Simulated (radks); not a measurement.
Question: The mean radii <r> (bohr) of the occupied orbitals of an atom or ion are listed with their occupations. Calculated with a radial shooting solver on a logarithmic mesh with Libxc functionals: non-relativistic Kohn-Sham, LDA (Slater exchange, VWN5 correlation), spin-polarised, spherical densities, point nucleus.

| orbital | occ. | <r> |
|---|---|---|
| 1s | 2 | 0.02870 |
| 2s | 2 | 0.1236 |
| 2p | 6 | 0.1052 |
| 3s | 2 | 0.3283 |
| 3p | 6 | 0.3185 |
| 3d | 10 | 0.2890 |
| 4s | 2 | 0.7668 |
| 4p | 6 | 0.7990 |
| 4d | 10 | 0.8908 |

Name the element and its charge. Open shells, if any, are filled with parallel spins first.

Answer: Z = 53, iodine, charge +7: I7+ in [Kr] 4d10. The 1s radius gives Z: for a bare nucleus <r> = 1.5/Z, 0.0283 bohr for Z = 53, and screening makes it slightly larger (0.02870 here). The occupations add up to 46, and the charge is Z minus that.
